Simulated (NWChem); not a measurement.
System: sulfur hexafluoride (SF6); SMILES FS(F)(F)(F)(F)F

Here is an NWChem input.

```
start job
memory heap 200 mb stack 900 mb global 1100 mb
geometry units angstroms
  F      0.629148    -0.467635    -1.383736
  S      0.000041     0.000036    -0.000046
  F      1.294899    -0.518454     0.763987
  F     -0.675694    -1.428917     0.175691
  F     -1.294918     0.518431    -0.763970
  F      0.675760     1.428883    -0.175712
  F     -0.629148     0.467635     1.383736
end
basis spherical
  * library 6-31g*
end
dft
  xc hfexch
  iterations 150
end
driver
  maxiter 150
  tight
end
task dft optimize
```

Output (shortened):

```
             Northwest Computational Chemistry Package (NWChem) 7.3.0
             --------------------------------------------------------

 CI  symmetry detected

                             Geometry "geometry" -> ""
                             -------------------------

 Output coordinates in angstroms (scale by  1.889725989 to convert to a.u.)

  No.       Tag          Charge          X              Y              Z
 ---- ---------------- ---------- -------------- -------------- --------------
    1 F                    9.0000     0.74976323     0.98246232    -1.00092852
    2 S                   16.0000     0.00000000     0.00000000     0.00000000
    3 F                    9.0000     1.39087182    -0.66685166     0.38732188
    4 F                    9.0000    -0.18042519    -1.05800667    -1.17358504
    5 F                    9.0000    -1.39087182     0.66685166    -0.38732188
    6 F                    9.0000     0.18042519     1.05800667     1.17358504
    7 F                    9.0000    -0.74976323    -0.98246232     1.00092852

 Effective nuclear repulsion energy (a.u.)     556.6121737232

      Symmetry information
      --------------------

 Group name             Ci
 Group number              3
 Group order               2
 No. of unique centers     4

                                Z-matrix (autoz)
                                --------

 Units are Angstrom for bonds and degrees for angles

      Type          Name      I     J     K     L     M      Value
      ----------- --------  ----- ----- ----- ----- ----- ----------
    1 Stretch                  1     2                       1.59036
    2 Stretch                  2     3                       1.59036
    3 Stretch                  2     4                       1.59036
    4 Stretch                  2     5                       1.59036
    5 Stretch                  2     6                       1.59036
    6 Stretch                  2     7                       1.59036
    7 Bend                     1     2     3                90.00031
    8 Bend                     1     2     4                90.00120
    9 Bend                     1     2     5                89.99969
   10 Bend                     1     2     6                89.99880
   11 Bend                     3     2     4                89.99932
   12 Bend                     3     2     6                90.00068
   13 Bend                     3     2     7                89.99969
   14 Bend                     4     2     5                90.00068
   15 Bend                     4     2     7                89.99880
   16 Bend                     5     2     6                89.99932
   17 Bend                     5     2     7                90.00031
   18 Bend                     6     2     7                90.00120

  xc_inp: hfexch multiplicative factor not found.

                           NWChem Geometry Optimization
                           ----------------------------

 maximum gradient threshold         (gmax) =   0.000015
 rms gradient threshold             (grms) =   0.000010
 maximum cartesian step threshold   (xmax) =   0.000060
 rms cartesian step threshold       (xrms) =   0.000040
 fixed trust radius                (trust) =   0.300000
 source of zmatrix                         =   autoz

          -------------------
          Energy Minimization
          -------------------

 Using diagonal initial Hessian
 Scaling for Hessian diagonals: bonds = 1.00  angles = 0.25  torsions = 0.10

          --------
          Step   0

                                 NWChem DFT Module
                                 -----------------

 Summary of "ao basis" -> "ao basis" (spherical)
 ------------------------------------------------------------------------------
       Tag                 Description            Shells   Functions and Types
 ---------------- ------------------------------  ------  ---------------------
 F                           6-31g*                  6       14   3s2p1d
 S                           6-31g*                  8       18   4s3p1d

      Symmetry analysis of basis
      --------------------------

        ag         51
        au         51

[...]

      ----------------------
      Optimization converged
      ----------------------

  Step       Energy      Delta E   Gmax     Grms     Xrms     Xmax
  ---- ---------------- -------- -------- -------- -------- --------
@    4    -993.98122075 -1.0D-09  0.00000  0.00000  0.00002  0.00003
                                     ok       ok       ok       ok

                                Z-matrix (autoz)
                                --------

 Units are Angstrom for bonds and degrees for angles

      Type          Name      I     J     K     L     M      Value     Gradient
      ----------- --------  ----- ----- ----- ----- ----- ---------- ----------
    1 Stretch                  1     2                       1.55546    0.00000
    2 Stretch                  2     3                       1.55546    0.00000
    3 Stretch                  2     4                       1.55546    0.00000
    4 Stretch                  2     5                       1.55546    0.00000
    5 Stretch                  2     6                       1.55546    0.00000
    6 Stretch                  2     7                       1.55546    0.00000
    7 Bend                     1     2     3                90.00017    0.00000
    8 Bend                     1     2     4                90.00067    0.00000
    9 Bend                     1     2     5                89.99983   -0.00000
   10 Bend                     1     2     6                89.99933   -0.00000
   11 Bend                     3     2     4                89.99962   -0.00000
   12 Bend                     3     2     6                90.00038    0.00000
   13 Bend                     3     2     7                89.99983   -0.00000
   14 Bend                     4     2     5                90.00038    0.00000
   15 Bend                     4     2     7                89.99933   -0.00000
   16 Bend                     5     2     6                89.99962   -0.00000
   17 Bend                     5     2     7                90.00017    0.00000
   18 Bend                     6     2     7                90.00067    0.00000

                         Geometry "geometry" -> "geometry"
                         ---------------------------------

 Output coordinates in angstroms (scale by  1.889725989 to convert to a.u.)

  No.       Tag          Charge          X              Y              Z
 ---- ---------------- ---------- -------------- -------------- --------------
    1 F                    9.0000     0.73331105     0.96089733    -0.97896879
    2 S                   16.0000     0.00000000     0.00000000     0.00000000
    3 F                    9.0000     1.36035185    -0.65221439     0.37882433
    4 F                    9.0000    -0.17646612    -1.03478369    -1.14783756
    5 F                    9.0000    -1.36035185     0.65221439    -0.37882433
    6 F                    9.0000     0.17646612     1.03478369     1.14783756
    7 F                    9.0000    -0.73331105    -0.96089733     0.97896879

 Effective nuclear repulsion energy (a.u.)     569.1005453727

      Symmetry information
      --------------------

 Group name             Ci
 Group number              3
 Group order               2
 No. of unique centers     4

                Final and change from initial internal coordinates
                --------------------------------------------------

                                Z-matrix (autoz)
                                --------

 Units are Angstrom for bonds and degrees for angles

      Type          Name      I     J     K     L     M      Value       Change
      ----------- --------  ----- ----- ----- ----- ----- ---------- ----------
    1 Stretch                  1     2                       1.55546   -0.03490
    2 Stretch                  2     3                       1.55546   -0.03490
    3 Stretch                  2     4                       1.55546   -0.03490
    4 Stretch                  2     5                       1.55546   -0.03490
    5 Stretch                  2     6                       1.55546   -0.03490
    6 Stretch                  2     7                       1.55546   -0.03490
    7 Bend                     1     2     3                90.00017   -0.00014
    8 Bend                     1     2     4                90.00067   -0.00053
    9 Bend                     1     2     5                89.99983    0.00014
   10 Bend                     1     2     6                89.99933    0.00053
   11 Bend                     3     2     4                89.99962    0.00030
   12 Bend                     3     2     6                90.00038   -0.00030
   13 Bend                     3     2     7                89.99983    0.00014
   14 Bend                     4     2     5                90.00038   -0.00030
   15 Bend                     4     2     7                89.99933    0.00053
   16 Bend                     5     2     6                89.99962    0.00030
   17 Bend                     5     2     7                90.00017   -0.00014
   18 Bend                     6     2     7                90.00067   -0.00053

[...]
```

Level: Hartree-Fock/6-31G* (spherical d).
